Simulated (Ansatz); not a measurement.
Consider the formal hydrolysis of the Sn–Br bond: `[Br][Sn][Br]` + H₂O → `[OH][Sn][Br]` + HBr.

Program: Ansatz. Geometries: PBE0-D4/def2-TZVP. ΔE: electronic, gas phase. CCSD(T)/CBS is the MP2 limit (def2-TZVPP, def2-QZVPP) plus CCSD(T) − MP2 in def2-TZVPP, frozen cores. This one scheme is used for every species. DFT in def2-TZVPP. Elements past krypton have def2 core potentials. For Br, Sn outer-core shells are correlated without core-valence functions, which leaves a few kJ/mol of doubt a bond. Scalar relativity is left out up to krypton. One conformer a species, not always the lowest.

`[Br][Sn][Br]`:

Cartesian coordinates in Å:
```
Br -0.423 -0.462 1.894
Sn -0.384 1.006 -0.153
Br 0.807 -0.544 -1.741
```

H₂O:

Cartesian coordinates in Å:
```
O -0.154 0.315 0.168
H 0.483 0.288 -0.549
H -0.328 -0.604 0.382
```

`[OH][Sn][Br]`:

```xyz
4

O    -0.916   -0.140   -0.431
Sn    0.832   -0.672    0.318
Br    1.542    1.681    0.861
H    -1.458   -0.869   -0.748
```

HBr:

Cartesian coordinates in Å:
```
Br 0.270 -0.656 -0.035
H -0.270 0.656 0.035
```

(1) Is it downhill or uphill in electronic energy at CCSD(T)/CBS, and by how much? (Estimate.)

(2) What do these levels give: B97M-V, r2SCANh-D4, r2SCAN0-D4, B2PLYP, r2SCAN, r2SCAN0, MP2/def2-SVP, CCSD/def2-SVP, CCSD(T)/def2-SVP, CCSD/def2-TZVPP, HF/def2-QZVPP, CCSD/CBS(def2)? (Best estimate.)

Largest T1 diagnostic among the species: 0.015.

Results:

(1) The calculation gave: Uphill: ΔE = +84.6 kJ/mol.

(2) The calculation gave: B97M-V 78.0, r2SCANh-D4 85.4, r2SCAN0-D4 89.9, B2PLYP 80.2, r2SCAN 81.8, r2SCAN0 89.4, MP2/def2-SVP 82.3, CCSD/def2-SVP 82.6, CCSD(T)/def2-SVP 80.2, CCSD/def2-TZVPP 79.6, HF/def2-QZVPP 93.3, CCSD/CBS(def2) 86.7 kJ/mol.

From BLYP to BHLYP (50 % exact exchange), in def2-TZVPP and without D4, ΔE moves by +12.2 kJ/mol. Leaving LDA and LC-ωPBE aside and taking each functional with its dispersion term where it has one, the values, not all of them listed here, spread over 16.1 kJ/mol, from B97M-V to BHLYP-D4. LDA lies −3.1 kJ/mol from PBE without D4.
